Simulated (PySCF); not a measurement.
# Correlation energy of Ne⁺ (neon, charge +1)

[He] 2s1 2p6, 2S determinant (an excited configuration). Calculation: PySCF 2.14, in def2-QZVPPD (8s5p4d2f1g, 66 functions); no relativity, point nucleus. Frozen: 1s2; 7 electrons correlated.

```
  level  correlation energy (mhartree)
   CCSD                        -320.17
    (T)                          -9.95
CCSD(T)                        -330.12
```

Diagnostics: T1 = 0.0069, D1 = 0.0203, largest double amplitude 0.054.

Cost of the coupled-cluster step: of the order of 13 core-seconds, for 7 correlated electrons.

Iterations:

```
CC2 = 0
CCSD nocc = (np.int64(4), np.int64(3)), nmo = (65, 65)
frozen orbitals [[0], [0]]
max_cycle = 100
direct = 0
conv_tol = 1e-08
conv_tol_normt = 1e-06
diis_space = 8
diis_start_cycle = 0
Init t2, MP2 energy = -0.293434673148721
Init E_corr(UCCSD) = -0.293434673172258
cycle = 1  E_corr(UCCSD) = -0.306606094414613  dE = -0.0131714212  norm(t1,t2) = 0.0506175
cycle = 2  E_corr(UCCSD) = -0.313564874051189  dE = -0.00695877964  norm(t1,t2) = 0.0275934
cycle = 3  E_corr(UCCSD) = -0.320041672623067  dE = -0.00647679857  norm(t1,t2) = 0.016798
cycle = 4  E_corr(UCCSD) = -0.320200323483934  dE = -0.000158650861  norm(t1,t2) = 0.0048769
cycle = 5  E_corr(UCCSD) = -0.320081305905997  dE = 0.000119017578  norm(t1,t2) = 0.00235064
cycle = 6  E_corr(UCCSD) = -0.320179457385448  dE = -9.81514795e-05  norm(t1,t2) = 0.000965555
cycle = 7  E_corr(UCCSD) = -0.320167130653922  dE = 1.23267315e-05  norm(t1,t2) = 0.000268983
cycle = 8  E_corr(UCCSD) = -0.3201647747239  dE = 2.35593002e-06  norm(t1,t2) = 7.21619e-05
cycle = 9  E_corr(UCCSD) = -0.320167571285693  dE = -2.79656179e-06  norm(t1,t2) = 2.08088e-05
cycle = 10  E_corr(UCCSD) = -0.320167135521671  dE = 4.35764022e-07  norm(t1,t2) = 4.90378e-06
cycle = 11  E_corr(UCCSD) = -0.320167058924431  dE = 7.65972406e-08  norm(t1,t2) = 8.79678e-07
cycle = 12  E_corr(UCCSD) = -0.320167076935471  dE = -1.801104e-08  norm(t1,t2) = 2.57939e-07
cycle = 13  E_corr(UCCSD) = -0.320167086382006  dE = -9.44653517e-09  norm(t1,t2) = 6.30972e-08
UCCSD converged
E(UCCSD) = -127.0586415481458  E_corr = -0.3201670863820059
UCCSD(T) correction = -0.00994874203105841
```
